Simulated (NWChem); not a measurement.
The numbers come from NWChem runs, not from measurements. System: HGa, charge 0, spin multiplicity 1, at a geometry optimised with PBE0/def2-SVP. The structure started from a generated list of species. Level: MP2/cc-pVQZ, 9 core orbitals frozen.

Input file:

```
start mol
memory heap 200 mb stack 900 mb global 1100 mb
geometry units angstroms nocenter noautoz
  Ga     0.000000     0.000000     0.052576
  H      0.000000     0.000000    -1.629851
  symmetry group C2v
end
basis spherical
  * library cc-pvqz
end
scf
  rhf
  nopen 0
  maxiter 100
  thresh 1e-7
  semidirect memsize 60000000 filesize 0
end
mp2
  freeze core 9
end
task mp2 energy
```

NWChem printed:

```
             Northwest Computational Chemistry Package (NWChem) 7.3.0
             --------------------------------------------------------

                                NWChem Input Module
                                -------------------

 Scaling coordinates for geometry "geometry" by  1.889725989
 (inverse scale =  0.529177249)

 Turning off AUTOSYM since
 SYMMETRY directive was detected!

                             Geometry "geometry" -> ""
                             -------------------------

 Output coordinates in angstroms (scale by  1.889725989 to convert to a.u.)

  No.       Tag          Charge          X              Y              Z
 ---- ---------------- ---------- -------------- -------------- --------------
    1 Ga                  31.0000     0.00000000     0.00000000     0.05257600
    2 H                    1.0000     0.00000000     0.00000000    -1.62985100

 Effective nuclear repulsion energy (a.u.)       9.7504942081

            Nuclear Dipole moment (a.u.)
            ----------------------------
        X                 Y               Z
 ---------------- ---------------- ----------------
     0.0000000000     0.0000000000     0.0000094486

      Symmetry information
      --------------------

 Group name             C2v
 Group number             16
 Group order               4
 No. of unique centers     2

      Symmetry unique atoms

     1    2


 Summary of "ao basis" -> "" (spherical)
 ------------------------------------------------------------------------------
       Tag                 Description            Shells   Functions and Types
 ---------------- ------------------------------  ------  ---------------------
 *                          cc-pvqz                   on all atoms

 Summary of "ao basis" -> "ao basis" (spherical)
 ------------------------------------------------------------------------------
       Tag                 Description            Shells   Functions and Types
 ---------------- ------------------------------  ------  ---------------------
 Ga                         cc-pvqz                 20       68   7s6p4d2f1g
 H                          cc-pvqz                 10       30   4s3p2d1f

                                 NWChem SCF Module
                                 -----------------

  ao basis        = "ao basis"
  functions       =    98
  atoms           =     2
  closed shells   =    16
  open shells     =     0
  charge          =   0.00
  wavefunction    = RHF
  use symmetry    = T
  symmetry adapt  = T

 Summary of "ao basis" -> "ao basis" (spherical)
 ------------------------------------------------------------------------------
       Tag                 Description            Shells   Functions and Types
 ---------------- ------------------------------  ------  ---------------------
 Ga                         cc-pvqz                 20       68   7s6p4d2f1g
 H                          cc-pvqz                 10       30   4s3p2d1f

      Symmetry analysis of basis
      --------------------------

        a1         41
        a2         11
        b1         23
        b2         23

 Forming initial guess at       0.6s

      Superposition of Atomic Density Guess
      -------------------------------------

 Sum of atomic energies:       -1923.76525345

      Non-variational initial energy
      ------------------------------

 Total energy =   -1923.679346
 1-e energy   =   -2704.833309
 2-e energy   =     771.403469
 HOMO         =      -0.195787
 LUMO         =      -0.011435

      Symmetry analysis of molecular orbitals - initial
      -------------------------------------------------

 !! scf_movecs_sym_adapt:   68 vectors were symmetry contaminated

  Symmetry fudging

 !! scf_movecs_sym_adapt:   58 vectors were symmetry contaminated

  Numbering of irreducible representations:

     1 a1          2 a2          3 b1          4 b2

  Orbital symmetries:

     1 a1          2 a1          3 a1          4 b2          5 b1
     6 a1          7 a1          8 b1          9 b2         10 a1
    11 b1         12 b2         13 a1         14 a2         15 a1
    16 a1         17 b1         18 b2         19 a1         20 a1
    21 b2         22 b1         23 a1         24 b1         25 b2
    26 a1

 Starting SCF solution at      34.9s

 ----------------------------------------------
         Quadratically convergent ROHF

 Convergence threshold     :          1.000E-07
 Maximum no. of iterations :          100
 Final Fock-matrix accuracy:          1.000E-09
 ----------------------------------------------

              iter       energy          gnorm     gmax       time
             ----- ------------------- --------- --------- --------
                 1    -1923.8300698166  2.47D-01  1.06D-01     35.0
                 2    -1923.8393242495  8.26D-02  1.95D-02     35.1
                 3    -1923.8401214225  5.31D-03  2.11D-03     35.2
                 4    -1923.8401262002  1.54D-05  4.51D-06     35.5
                 5    -1923.8401262002  8.33D-09  2.33D-09     35.8

       Final RHF  results
       ------------------

         Total SCF energy =  -1923.840126200197
      One-electron energy =  -2705.134215581199
      Two-electron energy =    771.543595172939
 Nuclear repulsion energy =      9.750494208064

        Time for solution =      0.9s

       Symmetry analysis of molecular orbitals - final
       -----------------------------------------------

  Numbering of irreducible representations:

     1 a1          2 a2          3 b1          4 b2

  Orbital symmetries:

     1 a1          2 a1          3 b1          4 b2          5 a1
     6 a1          7 b2          8 b1          9 a1         10 a1
    11 a2         12 b1         13 b2         14 a1         15 a1
    16 a1         17 b2         18 b1         19 a1         20 a1
    21 b2         22 b1         23 a1         24 a1         25 a2
    26 b1

             Final eigenvalues
             -----------------

              1
    1 -378.8129
    2  -48.1632
    3  -42.4897
    4  -42.4897
    5  -42.4877
    6   -6.3900
    7   -4.4807
    8   -4.4807
    9   -4.4738
   10   -1.1952
   11   -1.1952
   12   -1.1861
   13   -1.1861
   14   -1.1860
   15   -0.5104
   16   -0.2961
   17    0.0231
   18    0.0231
   19    0.1038
   20    0.1391
   21    0.1676
   22    0.1676
   23    0.1904
   24    0.2209
   25    0.2209
   26    0.2224

                       ROHF Final Molecular Orbital Analysis
                       -------------------------------------

 Vector   14  Occ=2.000000D+00  E=-1.185976D+00  Symmetry=a1
              MO Center= -5.0D-17,  1.8D-17,  4.8D-02, r^2= 2.3D-01
   Bfn.  Coefficient  Atom+Function         Bfn.  Coefficient  Atom+Function
  ----- ------------  ---------------      ----- ------------  ---------------
    28      0.927633  1 Ga d  0

 Vector   15  Occ=2.000000D+00  E=-5.103669D-01  Symmetry=a1
              MO Center=  2.0D-17,  9.9D-17, -8.0D-01, r^2= 1.7D+00
   Bfn.  Coefficient  Atom+Function         Bfn.  Coefficient  Atom+Function
  ----- ------------  ---------------      ----- ------------  ---------------
     6      0.404701  1 Ga s                  4      0.365953  1 Ga s
     5      0.272409  1 Ga s                 71      0.238395  2 H  s

 Vector   16  Occ=2.000000D+00  E=-2.961207D-01  Symmetry=a1
              MO Center=  8.7D-16, -3.6D-16,  6.1D-02, r^2= 3.0D+00
   Bfn.  Coefficient  Atom+Function         Bfn.  Coefficient  Atom+Function
  ----- ------------  ---------------      ----- ------------  ---------------
     6      0.401028  1 Ga s                  4      0.278242  1 Ga s
    22      0.275466  1 Ga pz                 7      0.248864  1 Ga s
    71     -0.219302  2 H  s                 72     -0.201995  2 H  s
     5      0.199567  1 Ga s                 19      0.199927  1 Ga pz

 Vector   17  Occ=0.000000D+00  E= 2.312241D-02  Symmetry=b2
              MO Center=  3.5D-31, -1.8D-15,  3.8D-02, r^2= 6.8D+00
   Bfn.  Coefficient  Atom+Function         Bfn.  Coefficient  Atom+Function
  ----- ------------  ---------------      ----- ------------  ---------------
    24      0.753686  1 Ga py                18      0.217703  1 Ga py
    21      0.173581  1 Ga py                12     -0.159402  1 Ga py

 Vector   18  Occ=0.000000D+00  E= 2.312241D-02  Symmetry=b1
              MO Center= -4.2D-15,  4.4D-31,  3.8D-02, r^2= 6.8D+00
   Bfn.  Coefficient  Atom+Function         Bfn.  Coefficient  Atom+Function
  ----- ------------  ---------------      ----- ------------  ---------------
    23      0.753686  1 Ga px                17      0.217703  1 Ga px
    20      0.173581  1 Ga px                11     -0.159402  1 Ga px

 Vector   19  Occ=0.000000D+00  E= 1.037841D-01  Symmetry=a1
              MO Center=  3.5D-16,  1.5D-16,  8.1D-02, r^2= 1.3D+01
   Bfn.  Coefficient  Atom+Function         Bfn.  Coefficient  Atom+Function
  ----- ------------  ---------------      ----- ------------  ---------------
    25      1.845991  1 Ga pz                72      1.835307  2 H  s
     7     -1.561674  1 Ga s                  6      0.488503  1 Ga s
    71     -0.303284  2 H  s                 43     -0.247833  1 Ga d  0
    22     -0.243519  1 Ga pz                 5     -0.183736  1 Ga s
    38      0.165759  1 Ga d  0

 center of mass
 --------------
 x =   0.00000000 y =   0.00000000 z =   0.05353638

 moments of inertia (a.u.)
 ------------------
          10.040400197740           0.000000000000           0.000000000000
           0.000000000000          10.040400197740           0.000000000000
           0.000000000000           0.000000000000           0.000000000000

  Mulliken analysis of the total density
  --------------------------------------

    Atom       Charge   Shell Charges
 -----------   ------   -------------------------------------------------------
    1 Ga  31    30.75   2.00  2.00  1.98 -0.03  0.51  1.01  0.37  6.00  6.00 -0.01  0.30  0.46  0.11  9.20  0.72  0.11  0.02  0.00  0.00  0.00
    2 H    1     1.25   0.06  0.26  0.60  0.32  0.00  0.00  0.01  0.00  0.00  0.00

       Multipole analysis of the density wrt the origin
       ------------------------------------------------

     L   x y z        total         open         nuclear
     -   - - -        -----         ----         -------
     0   0 0 0     -0.000000      0.000000     32.000000

     1   1 0 0     -0.000000      0.000000      0.000000
     1   0 1 0      0.000000      0.000000      0.000000
     1   0 0 1      0.058081      0.000000      0.000009

     2   2 0 0    -11.853930      0.000000      0.000000
     2   1 1 0      0.000000      0.000000      0.000000
     2   1 0 1     -0.000000      0.000000      0.000000
     2   0 2 0    -11.853930      0.000000      0.000000
     2   0 1 1      0.000000      0.000000      0.000000
     2   0 0 2    -17.947111      0.000000      9.792235

                   NWChem MP2 Semi-direct Energy/Gradient Module
                   ---------------------------------------------

  Basis functions       =     98
  Molecular orbitals    =     98
  Frozen core           =      9
  Frozen virtuals       =      0
  Active alpha occupied =      7
  Active beta occupied  =      7
  Active alpha virtual  =     82
  Active beta virtual   =     82
  Use MO symmetry       = T
  Use skeleton AO sym   = T

  AO/Fock/Back tols     =   1.0D-09  1.0D-09  1.0D-09

 GA uses MA = F    GA memory limited = T

 Available:
  local mem=  1.26D+08
 global mem=  1.44D+08
 local disk=  0.00D+00
  mp2_memr nvloc                    82
  nvloc new                    82
   1 passes of   7:        7340032                      67016                   9483712.
   1 passes of   7: M    126150811           G      144159992           F     118810779.

 Semi-direct pass number   1 of   1  for RHF alpha+beta  at       36.5s
  vrange nnbf                  4851
  mp2_eaftype                    36  avail_ma_in_mb                  1099
 EAF : mp2_eaftype filesize          36    4741856.
  mp2_eaf for mointskh                     36
Node 0 wrote     22.3 Mb in      0.0 s     Agg I/O rate:  2437.7 Mb/s
 Done moints_semi at      118.8s
  mp2_eaftype                    36  avail_ma_in_mb                  1063
 EAF : mp2_eaftype filesize          36    4741856.
  mp2_eaf for kh                    36
 Done maket at      119.0s
 Done multipass loop at      119.0s

          -------------------------------------------
          SCF energy               -1923.840126200197
          Correlation energy          -0.206493749198
          Singlet pairs               -0.122100229063
          Triplet pairs               -0.084393520135
          Total MP2 energy         -1924.046619949394
          -------------------------------------------

          ---------------------------------------------------
                    Spin Component Scaled (SCS) MP2
          Same spin pairs                     -0.056262346757
          Same spin scaling factor             0.333333333333
          Opposite spin pairs                 -0.150231402441
          Opposite spin scaling fact.          1.200000000000
          SCS-MP2 correlation energy          -0.199031798515
          Total SCS-MP2 energy             -1924.039157998711
          ---------------------------------------------------

 -----------------------
 Performance information
 -----------------------

 Timer overhead =  3.19D-07 seconds/call

               Nr. of calls         CPU time (s)                 Wall time (s)                GFlops
             ---------------    -------------------     ------------------------------   -------------------
Name         Min   Avg   Max    Min     Avg     Max     Min     Avg     Max   Mx/calls   Min     Max     Sum
mp2: moin     1     1     1    82.     82.     82.      82.     82.     82.     82.      0.0     0.0     0.0
mp2: make     1     1     1   0.22    0.22    0.22     0.22    0.22    0.22    0.22      0.0     0.0     0.0
mp2: tota     1     1     1    83.     83.     83.      83.     83.     83.     83.      0.0     0.0     0.0

 The average no. of pstat calls per process was 3.00D+00
 with a timing overhead of 9.56D-07s

 Task  times  cpu:      119.0s     wall:      119.0s

 Total times  cpu:      119.0s     wall:      119.0s
```
